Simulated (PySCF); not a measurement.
Core-level binding energies of `COc1c[n-]nn1`

Compound: C3H4N3O (charge -1).
Geometry (GFN2-xTB, Å), atoms numbered from 1 in this order:
```
atom  x, y, z in Å
C1    -1.862   -0.219    0.203
O2    -0.872    0.756    0.067
C3     0.414    0.226    0.127
C4     1.613    0.920    0.029
N5     2.590    0.004    0.140
N6     2.018   -1.168    0.296
N7     0.694   -1.070    0.293
H8    -1.789   -0.971   -0.593
H9    -2.825    0.295    0.142
H10   -1.777   -0.741    1.164
H11    1.801    1.972   -0.109
```

Method used: delta-SCF UKS SCAN, pcX-2 on the ionised atom, pcseg-1 elsewhere, spin-free X2C in PySCF. These are vertical core ionisation energies against the vacuum level, from separate self-consistent calculations with and without the core hole.

Q: Give the core binding energies atom by atom.

A: 
```json
{"atom(s)": "O2", "environment": "aryl ether oxygen", "level": "O 1s", "binding energy (eV)": "534.45", "above the level's lowest (eV)": "0.00", "count": "1"}
{"atom(s)": "N6", "environment": "ring nitrogen", "level": "N 1s", "binding energy (eV)": "399.44", "above the level's lowest (eV)": "+0.36", "count": "1"}
{"atom(s)": "N5", "environment": "two-coordinate ring nitrogen", "level": "N 1s", "binding energy (eV)": "399.11", "above the level's lowest (eV)": "+0.03", "count": "1"}
{"atom(s)": "N7", "environment": "ring nitrogen", "level": "N 1s", "binding energy (eV)": "399.08", "above the level's lowest (eV)": "0.00", "count": "1"}
{"atom(s)": "C1", "environment": "methoxy carbon", "level": "C 1s", "binding energy (eV)": "288.26", "above the level's lowest (eV)": "+3.16", "count": "1"}
{"atom(s)": "C3", "environment": "aromatic carbon bearing oxygen", "level": "C 1s", "binding energy (eV)": "286.72", "above the level's lowest (eV)": "+1.62", "count": "1"}
{"atom(s)": "C4", "environment": "aromatic CH next to a ring nitrogen", "level": "C 1s", "binding energy (eV)": "285.10", "above the level's lowest (eV)": "0.00", "count": "1"}
```

The listed C 1s values span 3.16 eV, from C4 (bonded to N (aromatic in the SMILES), C (aromatic in the SMILES) and H) to C1 (bonded to O and 3 H). Summing the Pauling electronegativity differences to the bonded atoms, each weighted by its formal bond order, gives +0.39 for the lowest site and -0.16 for the highest; the largest sum, +1.63, belongs to C3, 1.54 eV below the top. The smallest sum, -0.16, belongs to C1, 3.16 eV above the lowest.

The listed N 1s values span 0.36 eV, from N7 (bonded to N (aromatic in the SMILES) and C (aromatic in the SMILES)) to N6 (bonded to 2 N (aromatic in the SMILES)). The widest gap between neighbouring values is 0.33 eV, between 399.11 and 399.44 eV. The values 399.08 and 399.11 eV lie too close for their order to be trusted.

Q: Which photon energy gives electrons from C 1s of C4 a kinetic energy of 20 eV, and what is their de Broglie wavelength?

A: hν = 285.10 + 20 = 305.10 eV, recoil neglected; λ = 12.264 Å/√(E/eV) = 2.74 Å.

Q: Which effective nuclear charge Zeff reproduces each element's mean 1s value in the hydrogen-like formula E = 13.606 eV × Zeff²?

A: C (Z = 6): mean 286.7 eV, Zeff = 4.59, Z − Zeff = 1.41; N (Z = 7): mean 399.2 eV, Zeff = 5.42, Z − Zeff = 1.58; O (Z = 8): mean 534.4 eV, Zeff = 6.27, Z − Zeff = 1.73. Means run over the listed sites, weighted by atom count.

The species carries charge -1, so core ionisation leaves a neutral species. The basis sets have no added diffuse functions. The structure is a single GFN2-xTB conformer in the gas phase; no vibrational or solvent corrections.
